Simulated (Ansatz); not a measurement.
C11H10O3S, SMILES C=Cc1cc(S(C)(=O)=O)c2ccoc2c1. Heavy atoms are numbered as in [CH2:1]=[CH:2][c:3]1[cH:4][c:5]([S:6]([CH3:7])(=[O:8])=[O:9])[c:10]2[cH:11][cH:12][o:13][c:14]2[cH:15]1.

Computed with PBE-D3(BJ)/def2-SVP in Ansatz (a quantum-chemistry and plane-wave program).

Bond lengths of the relaxed neutral molecule (Å): C1–C2 1.350, C2–C3 1.471, C3–C4 1.424, C3–C15 1.415, C4–C5 1.395, C5–S6 1.804, C5–C10 1.411, S6–C7 1.814, S6–O8 1.483, S6–O9 1.481, C10–C11 1.440, C10–C14 1.422, C11–C12 1.372, C12–O13 1.373, O13–C14 1.369, C14–C15 1.391.

How do the bond lengths change in the relaxed lowest triplet? (The exact figures need the calculation; the answer reports its results.)


```
bond     neutral (Å)  triplet (Å)
-------  -----------  -----------
C1–C2          1.350        1.416
C2–C3          1.471        1.402
C3–C4          1.424        1.449
C3–C15         1.415        1.479
C4–C5          1.395        1.373
C5–S6          1.804        1.795
C5–C10         1.411        1.451
S6–C7          1.814        1.814
S6–O8          1.483        1.484
S6–O9          1.481        1.482
C10–C11        1.440        1.410
C10–C14        1.422        1.431
C11–C12        1.372        1.399
C12–O13        1.373        1.370
O13–C14        1.369        1.378
C14–C15        1.391        1.378
```
